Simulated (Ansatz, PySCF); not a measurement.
Molecule: SbF3 (charge 0, singlet). SMILES: [F][Sb]([F])[F]
Geometry: optimised at B3LYP-D3(BJ)/def2-TZVP (Ansatz, a program for electronic structure).

Property: atomisation energy (electronic, to ground-state atoms), in kcal/mol. Valence correlation only, unless marked. Open shells are spin-unrestricted. Spin-orbit coupling is left out. The frozen core is the preceding noble-gas configuration, with the filled d and f shells of earlier blocks. Past Kr the def2 sets carry scalar-relativistic core potentials. The coupled-cluster limit lacks core correlation, which all-electron functionals hold. CBS marks a two-point X^-3 extrapolation of the correlation energy; Hartree-Fock from the larger set. The bracket is a focal-point correction in the basis named.

```tsv
level	program	atomisation energy (kcal/mol)
HF-D3(BJ)/def2-TZVPD	PySCF + dftd3	(withheld)
revPBE-D3(BJ)/def2-TZVPD	Ansatz + dftd3	(withheld)
PBE0/def2-SVP	Ansatz	293.4
r2SCANh-D4/def2-TZVPD	Ansatz + dftd4	312.2
r2SCAN0/def2-TZVPD	Ansatz	298.8
B2PLYP/def2-TZVPD	Ansatz	(withheld)
SCS-MP2/def2-SVP	Ansatz	279.8
SCS-MP2/def2-TZVPPD	Ansatz	320.0
CCSD/def2-TZVPPD	Ansatz	298.3
RI-MP2/CBS(def2-TZVPPD,def2-QZVPPD)+[CCSD(T)-MP2]/def2-TZVPPD	Ansatz	(withheld)
```

Question: Some entries are withheld; supply them.

Answer: 
- HF-D3(BJ)/def2-TZVPD, atomisation energy (kcal/mol): 199.5
- revPBE-D3(BJ)/def2-TZVPD, atomisation energy (kcal/mol): 320.3
- B2PLYP/def2-TZVPD, atomisation energy (kcal/mol): 319.1
- RI-MP2/CBS(def2-TZVPPD,def2-QZVPPD)+[CCSD(T)-MP2]/def2-TZVPPD, atomisation energy (kcal/mol): 323.4
